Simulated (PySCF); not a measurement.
## What settings do to a single point of [Lu(H2S)3]3+

The sound run of [Lu(H2S)3]3+ (singlet in the valence; each metal's 4f electrons, 14 of them, lie in its core potential, out of spins and levels) uses PySCF 2.14.0, RKS r2SCAN, Lu lcecp-1-SVP with ECP60, S def2-SVP, H def2-SVP; non-relativistic Hamiltonian with scalar-relativistic core potentials where named; density fitting; no spin-orbit coupling, grid (50, 194), threshold 1e-8 Eh and 55 cycles, at the relaxed geometry:

```xyz
10

Lu   -0.0001   -0.0235    1.1427
S     2.4771    0.1452   -0.0476
H     3.3795   -0.3295    0.8700
H     2.5397   -0.9512   -0.8661
S    -1.2860    2.0440   -0.1350
H    -1.4421    3.0323    0.8039
H    -0.2967    2.6851   -0.8318
S    -1.1823   -2.1688   -0.1232
H    -1.9487   -2.7995    0.8243
H    -2.2405   -1.6342   -0.8094
```

There Lu1 has a Mulliken charge of 1.52 e and the dipole about the centre of mass is 0.17 D. Each run below changes one thing and starts from free metal ions and neutral atoms unless it says otherwise; with 55 cycles, smearing, a level shift and second-order steps follow where DIIS fails, and their cycles count. Energy shifts count from the sound run. On f atoms grids over 110 angular points are at least (60, 302).

| change | outcome | cycles | energy shift (eV) | largest force component (eV/Å) | charge on Lu1 (e) | dipole about the centre of mass (D) |
| --- | --- | --- | --- | --- | --- | --- |
| start from a density of up to 30 smeared cycles (not counted) | converged | 7 | 0.0000 | 0.06 | 1.52 | 0.18 |
| S5 put 1.1 Å from Lu1, limit 56 cycles | converged | 14 | 95.10 | 270.49 | -0.11 | 3.00 |

Q: One further run converged with energy shift (eV) 0.85, largest force component (eV/Å) 2.79, charge on Lu1 (e) 1.43, dipole about the centre of mass (D) 0.36. Which change was it?
A. all coordinates × 0.94
B. grid (30, 86)
C. charge changed by -3, spin kept, limit 70 cycles

A: A.

Q: And the other changes listed?

A: 
```tsv
change	outcome	cycles	energy shift (eV)	largest force component (eV/Å)	charge on Lu1 (e)	dipole about the centre of mass (D)
grid (30, 86)	converged	10	0.12	0.16	1.52	0.17
charge changed by -3, spin kept, limit 70 cycles	refused	–	–	–	–	–
```

Unsound on purpose, so not properties of the compound: S5 put 1.1 Å from Lu1, limit 56 cycles.

Forces carry noise of the integration grid, about 0.01 to 0.03 eV/Å.

No frequency check is given that shows the relaxed geometry to be a minimum. An lcecp potential fixes the number of 4f electrons, so in runs with it no electron can move into or out of that shell.
